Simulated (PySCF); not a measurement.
C₂H₆FNOSi, SMILES N[SiH2]O/C=C/F.

Geometry optimised at PBE0-D3(BJ)/def2-SVP. The structure was generated by enumeration; whether it is a known compound was not checked. Other conformers were not sampled.

Two levels are set side by side: PBE/def2-TZVP (PySCF) and PBE0/def2-TZVP (PySCF). Same geometry, gas phase. Differences are taken from unrounded values.

```
quantity                       PBE
---------------------------  -----
orbital gap (eV)              4.64
highest occupied level (eV)  -5.25
lowest empty level (eV)      -0.61
dipole moment (D)             2.32
mean polarisability (bohr³)   64.4
```

**Question.** These are the PBE values. What does PBE0 give? (An estimate is asked for; the answer gives what the named calculation found.)

**Answer.** 
```json
[
 {"quantity": "orbital gap (eV)", "PBE0": "6.76", "PBE minus PBE0": "-2.12"},
 {"quantity": "highest occupied level (eV)", "PBE0": "-6.50", "PBE minus PBE0": "1.25"},
 {"quantity": "lowest empty level (eV)", "PBE0": "0.26", "PBE minus PBE0": "-0.86"},
 {"quantity": "dipole moment (D)", "PBE0": "2.36", "PBE minus PBE0": "-0.04"},
 {"quantity": "mean polarisability (bohr³)", "PBE0": "61.5", "PBE minus PBE0": "2.9"}
]
```

PBE's occupied levels lie high since its potential decays too fast outside the molecule; exact exchange lowers them and widens the gap. PBE's more diffuse valence density responds more strongly to a field. Differences between two approximate levels are no errors against the true value.

Rough cost on one machine, each run with all the roots and properties that it gave: PBE0 against PBE within a factor of 2.
